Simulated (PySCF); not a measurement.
Simulation results for BH₄N₂Si, BH₄NOSi, B₂FHN, B₂ClH₃N

Computed with PySCF 2.14.0. Calculation on a computer-drawn molecule: the log of a Hartree-Fock and frozen-core CCSD(T) single point meant for a local Hartree-Fock minimum, with one planted fault or none, to be diagnosed. Offsets are logged minus clean, where the clean run is the same molecule without the fault. The reference is restricted for singlets and unrestricted otherwise, and also for a bond in bohr or an excited solution. Adding or removing an electron swaps singlet and doublet. The excited solution moves the top pair (singlet) or top alpha electron (doublet) to the lowest empty orbital. Highest occupied and lowest empty are orbital energies over both spins, largest force is the largest gradient component, triples share is (T) over the correlation energy, the T1 limit is 0.02 restricted and 0.045 unrestricted, electrons count all cores, a negative frequency is imaginary (commonest isotopes), and the dipole is about the centre of nuclear charge.

Common to all runs: meant multiplicity 1; logged SCF converged yes; logged CC converged yes; logged SCF stable within its kind yes; possible faults no fault, one electron removed, one electron added, multiplicity raised by two, geometry at a saddle point, SCF held on an excited solution, minimal basis STO-3G, one bond length entered in bohr, all coordinates scaled.

(1) BH₄N₂Si

Logged structure:
```xyz
8
BH4N2Si
N     -0.7436    -0.0434     1.3759
B     -0.2527    -1.1315     1.1507
N      0.3634    -2.3972     0.8262
Si     1.3701    -2.6991    -0.4350
H     -1.1584     0.8290     1.5867
H      0.1312    -3.1515     1.4581
H      1.6950    -1.6026    -1.3361
H      1.8880    -4.0516    -0.5888
```

* meant charge: 1
* meant basis: cc-pV(D+d)Z
* logged electrons: 35
* logged basis functions: 85
* logged spin squared: 0.7622
* logged highest occupied: -24.724 eV
* logged lowest empty: -11.861 eV
* logged largest force: 0.16738 hartree/bohr
* logged T1 diagnostic: 0.022102
* logged D1 diagnostic: 0.10849
* logged triples share: 0.028238
* logged dipole magnitude: 1.2207 debye
* logged energy HF: -424.14412 hartree
* logged energy CCSD(T): -424.62103 hartree
* planted fault: one electron removed
* HF energy offset from clean run: 307.9 kcal/mol
* CCSD(T) energy offset from clean run: 345.2 kcal/mol

Drawn bonds:
```
atom  other atom  order
   1           2      2
   2           3      1
   3           4      1
   1           5      1
   3           6      1
   4           7      1
   4           8      1
```

(2) BH₄N₂Si

Structure as in entry 1.

- meant charge: 1
- meant basis: cc-pV(D+d)Z
- logged electrons: 37
- logged basis functions: 85
- logged spin squared: 0.7682
- logged highest occupied: -6.3893 eV
- logged lowest empty: 2.8297 eV
- logged largest force: 0.058835 hartree/bohr
- logged T1 diagnostic: 0.015744
- logged D1 diagnostic: 0.046982
- logged triples share: 0.031146
- logged dipole magnitude: 1.2257 debye
- logged energy HF: -424.84217 hartree
- logged energy CCSD(T): -425.3851 hartree
- planted fault: one electron added
- HF energy offset from clean run: -130.1 kcal/mol
- CCSD(T) energy offset from clean run: -134.2 kcal/mol

Drawn bonds:
```
atom  other atom  order
   1           2      2
   2           3      1
   3           4      1
   1           5      1
   3           6      1
   4           7      1
   4           8      1
```

(3) BH₄NOSi

Logged structure:
```xyz
8
BH4NOSi
N     -1.5952     4.2408     0.5402
B     -1.3940     3.2750    -0.1964
O     -1.1796     2.2393    -0.9856
Si    -0.0456     1.6398    -2.0431
H     -1.7802     5.0002     1.1354
H     -0.5723     0.3618    -2.5464
H      0.1461     2.5950    -3.1503
H      2.3623     1.2472    -0.6959
```

- meant charge: 0
- meant basis: cc-pV(D+d)Z
- logged electrons: 38
- logged basis functions: 85
- logged spin squared: 0.8105
- logged highest occupied: -9.5395 eV
- logged lowest empty: 1.5507 eV
- logged largest force: 0.010466 hartree/bohr
- logged T1 diagnostic: 0.048718
- logged D1 diagnostic: 0.23195
- logged triples share: 0.033902
- logged dipole magnitude: 1.2678 debye
- logged energy HF: -445.24045 hartree
- logged energy CCSD(T): -445.80015 hartree

Drawn bonds:
```
atom  other atom  order
   1           2      2
   2           3      1
   3           4      1
   1           5      1
   4           6      1
   4           7      1
   4           8      1
```

Notes: T1 above single-reference limit.

(4) B₂FHN

Logged structure:
```xyz
5
B2FHN
N     -3.2267    -0.2783     1.3373
B     -2.2920     0.1341     0.5595
B     -1.0155     0.6974    -0.5026
F     -0.0727     1.1137    -1.2868
H     -3.9969    -0.6180     1.9789
```

* meant charge: 1
* meant basis: cc-pVDZ
* logged electrons: 26
* logged basis functions: 61
* logged spin squared: 0
* logged highest occupied: -17.378 eV
* logged lowest empty: -5.932 eV
* logged largest force: 0.065897 hartree/bohr
* logged T1 diagnostic: 0.025774
* logged D1 diagnostic: 0.070382
* logged triples share: 0.038526
* logged dipole magnitude: 0.19484 debye
* logged energy HF: -203.55029 hartree
* logged energy CCSD(T): -204.08811 hartree

Drawn bonds:
```
atom  other atom  order
   1           2      2
   2           3      1
   3           4      1
   1           5      1
```

Notes: T1 above single-reference limit.

(5) B₂ClH₃N

Logged structure:
```xyz
7
B2ClH3N
N     -2.0925     2.2036     0.7442
B     -0.8497     2.3210     0.8168
B      0.8460     2.4983     1.0027
Cl     1.7009     2.2315    -0.7924
H     -3.0562     2.0930     0.5978
H      1.3171     1.6437     1.7323
H      1.1511     3.6225     1.3592
```

- meant charge: -1
- meant basis: aug-cc-pV(D+d)Z
- logged electrons: 38
- logged basis functions: 128
- logged spin squared: 0
- logged highest occupied: -5.7417 eV
- logged lowest empty: 3.593 eV
- logged largest force: 4.054e-05 hartree/bohr
- logged lowest frequency: 141.64 cm⁻¹
- logged T1 diagnostic: 0.013468
- logged D1 diagnostic: 0.037819
- logged triples share: 0.036281
- logged dipole magnitude: 1.9714 debye
- logged energy HF: -565.16789 hartree
- logged energy CCSD(T): -565.74278 hartree

Drawn bonds:
```
atom  other atom  order
   1           2      2
   2           3      1
   3           4      1
   1           5      1
   3           6      1
   3           7      1
```

Questions
1. Which fault was planted in the run of BH₄NOSi (entry 3)?
2. Which fault was planted in the run of B₂FHN (entry 4)?
3. Give the missing planted fault for B₂ClH₃N (entry 5).

Calculated values
1. one bond length entered in bohr, row 7 of the drawn bonds
2. all coordinates scaled, by +6.3 %
3. no fault

Further results for BH₄NOSi (entry 3):

- HF energy offset from clean run: 73.09 kcal/mol
- CCSD(T) energy offset from clean run: 77.88 kcal/mol

Further results for B₂FHN (entry 4):

- HF energy offset from clean run: 15.15 kcal/mol
- CCSD(T) energy offset from clean run: 5.367 kcal/mol

Further results for B₂ClH₃N (entry 5):

- HF energy offset from clean run: 0 kcal/mol
- CCSD(T) energy offset from clean run: 0 kcal/mol
